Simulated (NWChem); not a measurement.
Species: GaHOF2; SMILES [OH][Ga]([F])[F]

```xyz
5

Ga    -0.0005     0.0058     0.0000
F     -1.6282    -0.6079     0.0000
F      0.1999     1.7254     0.0000
O      1.3910    -1.0698     0.0000
H      1.1429    -2.0017     0.0000
```
Atoms are numbered in this order, from 1.

Computed with NWChem. Pople sets run with spherical d functions. All runs use the structure optimised with PBE0/def2-SVP. GIAO values for the isolated, static molecule; σ is the absolute isotropic shielding, δ = σ(reference) − σ with the isolated reference molecule computed at the same levels (19F: trichlorofluoromethane, 1H: tetramethylsilane, 17O: water).

For level LDA (Slater exchange, VWN5)/pcSseg-1:

```yaml
"σ Ga1 (ppm)": 1477.1
"δ F2 (ppm)": -171.5
"δ F3 (ppm)": -193.1
"δ O4 (ppm)": 60.8
"δ H5 (ppm)": 2.51
```

Question: What are these values for level B3LYP/6-31G*?

Answer: 
| Property | Value |
|---|---|
| σ Ga1 (ppm) | 1756.9 |
| δ F2 (ppm) | -139.7 |
| δ F3 (ppm) | -158.2 |
| δ O4 (ppm) | 35.0 |
| δ H5 (ppm) | 1.84 |
